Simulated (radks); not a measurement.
Spherical quantum dot in the effective-mass picture: electrons in a hard-walled sphere of radius 5.97, all in effective atomic units (hartree* = m*/eps^2 hartree, bohr* = eps/m* bohr), one dielectric constant everywhere. Method: non-relativistic Kohn-Sham, LDA (Slater exchange, Perdew-Wang correlation), spin-polarised, spherical densities; computed with a radial shooting solver with Libxc functionals. Levels are named by radial order and angular momentum (1s, 1p, 1d, 2s, ...), and open shells are averaged over m.

N = 24, configuration 1s2 1p6 1d10 1f(up 6, down 0). This is the lowest configuration that the search found. Occupied and some empty levels:

| level | occupation | eigenvalue (hartree*) | <r> (bohr*) |
|---|---|---|---|
| 1s up | 1 | 5.0164 | 4.315 |
| 1s down | 1 | 5.0545 | 4.291 |
| 1p up | 3 | 5.0770 | 4.391 |
| 1p down | 3 | 5.1162 | 4.376 |
| 1d up | 5 | 5.1896 | 4.473 |
| 1d down | 5 | 5.2298 | 4.464 |
| 1f up | 6 | 5.3490 | 4.551 |
| 1f down | 0 | 5.3900 | 4.546 |
| 1g up | 0 | 5.5518 | 4.621 |
| 1g down | 0 | 5.5934 | 4.619 |
| 2s up | 0 | 5.6313 | 2.688 |
| 2s down | 0 | 5.6433 | 2.673 |
| 2p up | 0 | 5.8472 | 3.146 |
| 2p down | 0 | 5.8642 | 3.133 |
| 2d up | 0 | 6.1159 | 3.435 |
| 2d down | 0 | 6.1368 | 3.423 |

Energy (hartree*): total 66.8759, kinetic 13.850, external 0, Hartree 60.135, exchange-correlation -7.1091.

Electron density:

| r (bohr*) | n(r) (e/bohr*^3) |
|---|---|
| 0.329 | 0.0003789 |
| 0.773 | 0.0005709 |
| 1.22 | 0.001057 |
| 1.66 | 0.002143 |
| 2.11 | 0.004398 |
| 2.55 | 0.008734 |
| 3.00 | 0.01628 |
| 3.44 | 0.02775 |
| 3.89 | 0.04174 |
| 4.33 | 0.05240 |
| 4.78 | 0.04978 |
| 5.22 | 0.02940 |
| 5.67 | 0.005794 |
